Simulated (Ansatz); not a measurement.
`FC(F)(F)c1ccc(-c2ccc(-c3ccc(C(F)(F)F)nc3)nc2)nc1` with charge -1. Total charge -1; doublet. Geometry PBE-D4/def2-SVP, that of the neutral singlet.

```xyz
35

F    -1.465    4.073   -6.431
C    -0.914    2.837   -6.384
F    -1.707    2.016   -7.115
F     0.285    2.894   -7.009
C    -0.775    2.344   -4.966
C    -1.625    2.803   -3.948
C    -1.484    2.275   -2.663
C    -0.491    1.297   -2.421
C    -0.287    0.689   -1.085
C    -0.939    1.131    0.084
C    -0.690    0.493    1.300
C     0.215   -0.592    1.342
C     0.526   -1.324    2.595
C    -0.059   -1.020    3.840
C     0.292   -1.766    4.971
C     1.225   -2.802    4.813
C     1.657   -3.663    5.990
F     1.345   -4.960    5.785
F     1.044   -3.271    7.137
F     2.988   -3.586    6.191
N     1.798   -3.113    3.641
C     1.457   -2.395    2.569
N     0.846   -1.016    0.224
C     0.607   -0.401   -0.932
N     0.323    0.863   -3.410
C     0.185    1.369   -4.634
H    -2.385    3.568   -4.163
H    -2.148    2.620   -1.859
H    -1.635    1.981    0.058
H    -1.196    0.846    2.209
H    -0.791   -0.206    3.941
H    -0.147   -1.554    5.955
H     1.929   -2.653    1.607
H     1.140   -0.769   -1.825
H     0.878    0.993   -5.408
```

Single mean-field runs in def2-TZVP are fitted with def2-universal-jkfit. At PBE-D4/def2-TZVP the highest occupied level of the charge -1 doublet lies above zero (up to 0.13 eV). By energy differences its removal costs 1.70 eV (vertical, to the charge 0 singlet, at PBE-D4/def2-TZVP); self-interaction error and the lack of diffuse functions both raise the level.

(1) Estimate the α-spin orbital energies around the gap (eV) in Ansatz with PBE-D4/def2-TZVP, PBE0-D4/def2-TZVP.

## Answers

(1) 
```tsv
orbital	PBE-D4/def2-TZVP	PBE0-D4/def2-TZVP
HOMO−5	-3.75	-4.88
HOMO−4	-3.26	-4.84
HOMO−3	-3.03	-4.62
HOMO−2	-2.64	-3.92
HOMO−1	-2.43	-3.55
HOMO	0.13	-0.31
LUMO	0.90	1.61
LUMO+1	1.02	1.79
LUMO+2	1.27	2.12
LUMO+3	1.75	2.76
LUMO+4	2.55	3.41
LUMO+5	3.10	3.91
β HOMO	-2.40	-3.21
β LUMO	0.42	1.21
```
